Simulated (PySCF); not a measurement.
**J couplings in C4H10Ge**

Geometry:
| atom | x (Å) | y (Å) | z (Å) |
| --- | --- | --- | --- |
| C1 | -2.029 | -0.060 | 0.902 |
| C2 | -1.052 | 0.388 | -0.180 |
| C3 | -0.243 | -0.742 | -0.734 |
| C4 | 1.093 | -0.836 | -0.753 |
| Ge5 | 2.329 | 0.490 | -0.052 |
| H6 | -2.635 | 0.783 | 1.266 |
| H7 | -2.720 | -0.829 | 0.522 |
| H8 | -1.494 | -0.491 | 1.763 |
| H9 | -1.617 | 0.853 | -1.008 |
| H10 | -0.387 | 1.175 | 0.214 |
| H11 | -0.833 | -1.571 | -1.153 |
| H12 | 1.538 | -1.734 | -1.197 |
| H13 | 1.984 | 0.868 | 1.403 |
| H14 | 3.752 | -0.099 | -0.084 |
| H15 | 2.316 | 1.783 | -0.893 |

Indirect spin–spin couplings were computed at B3LYP/pcJ-1 (pcSseg-1 on Ge) (without the spin–dipole term) (PySCF 2.14.0 with density-fitted response routines) on a PBE0-D3(BJ)/def2-SVP structure, for the isolated molecule, without vibrational or relativistic corrections. Couplings are averaged over pairs made equivalent by symmetry, fast rotation or ring inversion, so a value needn't be that of the named pair in this geometry, while other rotamers aren't included; one pair stands for each set, and the list holds a selection of those of at least 0.8 Hz over up to four bonds.

Isotopes: 13C, 1H.

| pair | bonds | J (Hz) |
| --- | --- | --- |
| C1, C2 | 1 | 36.4 |
| C1, H6 | 1 | 133.6 |
| C2, C3 | 1 | 45.5 |
| C2, H9 | 1 | ? |
| C3, C4 | 1 | 71.1 |
| C3, H11 | 1 | 158.3 |
| C4, H12 | 1 | 162.6 |
| C1, C3 | 2 | -2.3 |
| C2, C4 | 2 | 2.2 |
| C2, H6 | 2 | -3.4 |
| C3, H9 | 2 | -5.7 |
| C3, H12 | 2 | -3.9 |
| C4, H13 | 2 | 6.6 |
| H6, H7 | 2 | ? |
| H9, H10 | 2 | -15.1 |
| C1, C4 | 3 | ? |
| C1, H11 | 3 | ? |
| C2, H12 | 3 | ? |
| C3, H6 | 3 | 6.0 |
| C3, H13 | 3 | ? |
| C4, H9 | 3 | ? |
| H9, H11 | 3 | ? |
| H12, H13 | 3 | 2.9 |
| C1, H12 | 4 | -1.5 |
| H9, H12 | 4 | -1.5 |
| H11, H13 | 4 | -0.9 |

Estimate the withheld couplings, with signs.

## Answers


- 1J(C2,H9) = 131.2 Hz (bond length 1.106 Å, sp3 carbon)
- 2J(H6,H7) = -13.9 Hz
- 3J(C1,C4) = 4.3 Hz (dihedral angle 123°)
- 3J(C1,H11) = 3.3 Hz (dihedral angle 57°)
- 3J(C2,H12) = 13.1 Hz (dihedral angle 180°)
- 3J(C3,H13) = 3.2 Hz (mean over equivalent pairs that range from 1.2 to 6.4 Hz in this conformer)
- 3J(C4,H9) = 7.4 Hz (dihedral angle 116°)
- 3J(H9,H11) = 8.8 Hz (mean over equivalent pairs that range from 4.4 to 13.2 Hz in this conformer)

Relativistic effects of the heavier atoms present are left out.
